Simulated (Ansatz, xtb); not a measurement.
Ranking isomers of Ge2H8SSi

3 gas-phase structures of Ge2H8SSi, from a drawn sample of its isomers (lower ones may exist). Each was relaxed with GFN2-xTB; where two conformers were screened, the lower at r2SCAN-D4/def2-SVP is listed:

A. `S[SiH2][GeH2][GeH3]`, a singlet
B. `[SH][GeH2][SiH2][GeH3]`, a singlet
C. `[SiH3][Ge@@H]([SH])[GeH3]`, a singlet

Task: Estimate their order in r2SCAN-D4/def2-SVP energy at these geometries, lowest first.

Result: Calculated order at r2SCAN-D4/def2-SVP: A (0.0), C (2.4), B (18.0) kJ/mol. Less than 1 kcal/mol parts A and C, so the order within that pair means little.

Energies above the lowest of each column, in kJ/mol; the last columns are at B3LYP/def2-SVP geometries:

| structure | GFN2-xTB | HF/STO-3G | r2SCAN-D4/def2-SVP | B3LYP/def2-SVP | CCSD(T)/def2-SVP + ΔMP2/def2-TZVPP |
| --- | --- | --- | --- | --- | --- |
| A | 21.1 | 0.0 | 0.0 | 0.0 | 0.0 |
| C | 0.0 | 5.6 | 2.4 | 4.1 | 7.1 |
| B | 27.0 | 13.1 | 18.0 | 19.6 | 23.2 |

CCSD(T)/def2-SVP + ΔMP2/def2-TZVPP puts A lowest; GFN2-xTB picks C. Flexible structures stand in one conformer each, not always the lowest. B keeps a small imaginary mode. ΔMP2 is the change of the MP2 energy from the smaller to the larger basis.

Programs: Ansatz 0.2.0, xtb 6.7.1.
